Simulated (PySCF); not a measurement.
C3H6BN3, SMILES CNB1N=CC=N1. Coordinates come from a B3LYP-D3(BJ)/def2-SVP optimisation. This is a generated structure with no PubChem entry under its InChIKey; it may be hypothetical. Other conformers were not sampled.

### Question
Give the equilibrium geometry at B3LYP-D3(BJ)/def2-SVP (PySCF confirms it by a frequency run) as Cartesian coordinates in Å, and its point group. (The exact figures need the calculation; the answer reports its results.)

### Answer
One answer among several that fit: point group Cs.
```xyz
13

C     -0.3144     2.6010     0.0000
N      0.5949     1.4725     0.0000
B      0.2459     0.1338     0.0000
N     -1.1661    -0.3780     0.0000
C     -0.9925    -1.6444     0.0000
C      0.4909    -2.0193     0.0000
N      1.2450    -0.9871     0.0000
H     -0.1697     3.2350     0.8916
H     -0.1697     3.2350    -0.8916
H     -1.3458     2.2254     0.0000
H      1.5859     1.6993     0.0000
H     -1.8125    -2.3814     0.0000
H      0.8620    -3.0574     0.0000
```
Charge 0, spin multiplicity 1.
